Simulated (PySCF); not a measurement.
Compound: C₄H₉BN₂.
Cartesian coordinates in Å at the PBE0-D3(BJ)/def2-SVP level; atoms count from 1:
```
atom  x, y, z in Å
C1    -1.817    2.292   -0.050
C2    -1.544    1.110    0.053
B3    -1.209   -0.401    0.170
N4    -2.214   -1.336   -0.178
N5     0.075   -0.798    0.612
C6     1.188    0.059    0.938
C7     2.309    0.013   -0.090
H8    -2.057    3.336   -0.136
H9    -3.134   -1.042   -0.468
H10   -2.098   -2.337   -0.117
H11    0.291   -1.787    0.652
H12    1.591   -0.203    1.935
H13    0.806    1.087    1.023
H14    1.941    0.336   -1.076
H15    2.711   -1.007   -0.199
H16    3.143    0.671    0.202
```

Theory: PySCF 2.14.0, density-fitted response routines, TDDFT wB97X-D/def2-SVPD, vertical, gas phase, core orbitals frozen in the response.

| state | E (eV) | ν̃ (cm⁻¹) | f | main configurations (H = HOMO, L = LUMO) |
| --- | --- | --- | --- | --- |
| S1 | 5.92 | 47710 | 0.0002 | H-2→L+1 (88%) |
| S2 | 6.18 | 49820 | 0.0031 | H→L (82%) |
| S3 | 6.29 | 50700 | 0.092 | H→L+1 (38%), H-1→L+1 (33%), H-2→L+2 (11%) |
| S4 | 6.45 | 52020 | 0.116 | H→L+1 (54%), H-1→L+1 (26%) |
| S5 | 6.65 | 53650 | 0.0003 | H-1→L+2 (40%), H-1→L+4 (30%) |
| S6 | 6.95 | 56090 | 0.014 | H→L+2 (69%), H-1→L (11%) |
| S7 | 7.55 | 60920 | 0.0039 | H-1→L (41%), H→L+3 (24%) |
| S8 | 7.57 | 61060 | 0.0036 | H→L+3 (30%), H→L+6 (24%), H→L+4 (19%) |
| S9 | 7.85 | 63300 | 0.022 | H→L+4 (45%), H-1→L (13%) |
| S10 | 7.86 | 63360 | 0.116 | H-2→L (56%), H-2→L+3 (28%) |

Triplets (Tamm–Dancoff): T1 4.97 eV, H-1→L+1 (65%); T2 5.47 eV, H→L+1 (59%), H-2→L+1 (23%); T3 5.51 eV, H-2→L+1 (56%), H→L+1 (22%); T4 5.75 eV, H-2→L+2 (38%), H-2→L+4 (32%), H-1→L+1 (13%).

The lowest singlet comes at 210 nm (571 kJ/mol) in the ultraviolet; it is dark (f under 0.0005); its leading configuration is HOMO-2→LUMO+1 (88%). The largest oscillator strength of a single state is 0.116. S9/S10 lie within about 0.01 eV of each other. Löwdin shares by element: HOMO nitrogen 67%, carbon 8% or more, boron 7% (atoms not listed hold the other 18%); LUMO boron 53%, hydrogen 23% or more (atoms not listed hold the other 24%). Weighted by f, the mean energy of these states is 6.97 eV. The listed states span 1.94 eV, and the widest gap between neighbours is 0.60 eV (S6 to S7). Orbital energies (eV): HOMO-3 -11.08, HOMO-2 -9.72, HOMO-1 -9.52, HOMO -8.55, LUMO 1.85, LUMO+1 1.92, LUMO+2 2.67. All these states lie below the vertical ionisation energy of 8.68 eV (ΔSCF). The window holds the lowest 10 singlets.

One conformer stands for the species.
